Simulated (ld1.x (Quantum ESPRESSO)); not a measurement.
# Plane-wave convergence, TM potential for W

W, norm-conserving Troullier–Martins (Kleinman–Bylander form), made with ld1.x (Quantum ESPRESSO) 7.5 (PBEsol, scalar-relativistic). Core [Xe] 4f14, reference 5d4 6s0 6p0 (charge +2). Waves: 6p (bound, empty): rc 1.20 bohr; 5d (bound): rc 1.65 bohr; 6s (bound, empty): rc 2.40 bohr. Local part: the s channel. Core correction: Bessel-smoothed model core inside 0.85 bohr.

The pseudo-atom Hamiltonian at the reference potential is diagonalised in spherical Bessel functions j_l(qr) that vanish at 20 bohr, with q² up to the cutoff. All-electron valence levels (Ry): 6p -0.9460, 5d -1.4630, 6s -1.4147.

Task: How do the lowest levels (Ry) of each channel move with the cutoff, and are there ghosts?

Result:

```json
{"cutoff (Ry)": "8", "p #1": "-1.3391", "p #2": "-0.6208", "d #1": "-1.0026", "s #1": "-1.4068", "f #1": "-0.3047", "Σ f·Δε (mRy)": "1841.8"}
{"cutoff (Ry)": "12", "p #1": "-1.7084", "p #2": "-0.8531", "d #1": "-1.2232", "s #1": "-1.4112", "f #1": "-0.3048", "Σ f·Δε (mRy)": "959.2"}
{"cutoff (Ry)": "21", "p #1": "-2.0668", "p #2": "-0.9106", "d #1": "-1.4407", "s #1": "-1.4143", "f #1": "-0.3050", "Σ f·Δε (mRy)": "89.2"}
{"cutoff (Ry)": "30", "p #1": "-2.1362", "p #2": "-0.9200", "d #1": "-1.4616", "s #1": "-1.4146", "f #1": "-0.3050", "Σ f·Δε (mRy)": "5.6"}
{"cutoff (Ry)": "45", "p #1": "-2.3532", "p #2": "-0.9405", "d #1": "-1.4628", "s #1": "-1.4147", "f #1": "-0.3050", "Σ f·Δε (mRy)": "1.0"}
{"cutoff (Ry)": "55", "p #1": "-2.3932", "p #2": "-0.9441", "d #1": "-1.4629", "s #1": "-1.4147", "f #1": "-0.3050", "Σ f·Δε (mRy)": "0.3"}
{"cutoff (Ry)": "400", "p #1": "-2.4146", "p #2": "-0.9460", "d #1": "-1.4630", "s #1": "-1.4147", "f #1": "-0.3050", "Σ f·Δε (mRy)": "0.0"}
```

Result: ghost state, extra bound levels that the all-electron valence spectrum of the same l lacks: p at -32.9 eV (a true bound ghost makes a file unfit for plane-wave use); 10 mRy is reached at 30 Ry and 1 mRy at 45 Ry.

The cutoffs count occupied waves only; the empty 6p level needs 45 Ry at the loose tolerance. 1 of 7 tests not solved or not reliable.
